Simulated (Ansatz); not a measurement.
| atom | x (Å) | y (Å) | z (Å) |
| --- | --- | --- | --- |
| N | 1.3900 | 0.0000 | 0.0000 |
| C | 0.6950 | 1.2038 | 0.0000 |
| C | -0.6950 | 1.2038 | 0.0000 |
| C | -1.3900 | 0.0000 | 0.0000 |
| C | -0.6950 | -1.2038 | 0.0000 |
| C | 0.6950 | -1.2038 | 0.0000 |
| H | -1.2375 | 2.1434 | 0.0000 |
| H | -1.2375 | -2.1434 | 0.0000 |
| H | 1.2375 | -2.1434 | 0.0000 |

Basis set: def2-TZVP (spherical functions). Charge 0, multiplicity 1.

Computed with Ansatz (development build ahead of 0.2.0); each method stands on the lowest determinant of its kind that the runs found. Restricted functionals stand beside restricted open-shell atoms, which can lie above the unrestricted atoms usual in DFT and then raise those values.

The atomization energy at this shape (free ground-state atoms in the same class of orbitals less the molecule, no zero-point energy) of singlet C₅H₃N:

| method | atomization energy |
| --- | --- |
| ωB97X (unrestricted) | 43.28 eV |
| PBE0 (unrestricted) | 44.31 eV |
| PBE0 (restricted) | 44.06 eV |
| RHF | 27.93 eV |

(1) What does UHF give?

## Answers

(1) 30.12 eV. Caution for ωB97X (unrestricted), PBE0 (unrestricted), UHF: the unrestricted determinant is a mixture of spin states. Caution for PBE0 (restricted), RHF: an unrestricted determinant lies well below.

The shape needn't be a minimum at these levels.
